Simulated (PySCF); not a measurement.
A GIAO shielding run with PySCF (density fitting, non-relativistic, gas phase) on SMILES C=CC[Si@H](Cl)/N=C\C(Cl)Cl, C$_{5}$H$_{8}$Cl$_{3}$NSi:

```
$ OMP_NUM_THREADS=1 python probes_run.py task.json out

{"job": {"kind": "nmr", "xc": "PBE0", "basis": "pcSseg-1"}, "charge": 0, "multiplicity": 1}
C      3.418789     0.132200    -0.007135
C      2.186702     0.581346     0.148733
C      1.201827     0.004489     1.108474
Si    -0.073551    -1.103859     0.214890
Cl     0.827841    -2.495102    -0.914299
N     -0.800807    -0.062565    -0.948272
C     -1.904260     0.474933    -1.153000
C     -3.134320     0.296003    -0.308801
Cl    -4.582614     0.168395    -1.322525
Cl    -3.245750     1.729227     0.752004
H      3.799188    -0.689275     0.578380
H      4.098595     0.563618    -0.721284
H      1.820452     1.398029    -0.458397
H      1.722818    -0.595069     1.855218
H      0.679565     0.806333     1.630513
H     -0.930618    -1.780063     1.191800
H     -2.018727     1.162820    -1.990184
H     -3.073889    -0.585142     0.332228
```

Hardware: 1 thread of an Intel Xeon, shared host. The job also computes population analyses, field gradients.

Task: How large is the calculation?

Result: 110 electrons, 238 basis functions and 1323 auxiliary functions.

Task: How long does it take, and how much memory does it need?

Result: 110 s of wall time, with 14 SCF cycles and 5 response iterations; peak memory 1.1 GiB. Times on a shared host scatter by some tens of per cent.
